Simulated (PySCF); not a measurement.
**Question.** What does the PBE0-D3(BJ)/def2-SVP structure of InChI=1S/CH7GeNS/c1-3-2-4/h3-4H,2H2,1H3 look like in three dimensions?

**Answer.** 
```
atom  x, y, z in Å
C1    -1.4687   -0.4491    0.3870
N2    -0.6082    0.3884   -0.4191
Ge3    1.1122    0.7027    0.0999
S4     2.3342   -1.1498    0.4394
H5    -1.4332   -0.1175    1.4376
H6    -2.5169   -0.3545    0.0602
H7    -1.2033   -1.5246    0.3785
H8    -0.7119    0.2146   -1.4146
H9     1.7546    1.5671   -0.9967
H10    1.0855    1.3611    1.4865
H11    2.3963   -1.4810   -0.8688
```

Orientation and origin are arbitrary. Atoms count from 1 in this order. S4 (sulfur bonded to Ge and H) is bent (angle 94.6°). N2 (nitrogen bonded to C, Ge and H) is pyramidal (angles 120.2°, 113.9° and 112.7°, sum 346.7°, 0.29 Å off the plane of its three neighbours). Ge3 (germanium bonded to N, S and 2 H) is distorted tetrahedral (angles from 103.1° to 114.5°).

Bonds between heavy atoms (Å): C1–N2 1.446, N2–Ge3 1.824, Ge3–S4 2.245.

Method: PySCF, PBE0-D3(BJ)/def2-SVP geometry optimisation, gas phase.

Point group: C1 (no symmetry element, even within 0.4 Å). PBE0-D3(BJ)/def2-SVP frequencies: not computed here. The numbers are those of one conformer (C1–N2–Ge3–S4 55°, N2–Ge3–S4–H 70°).
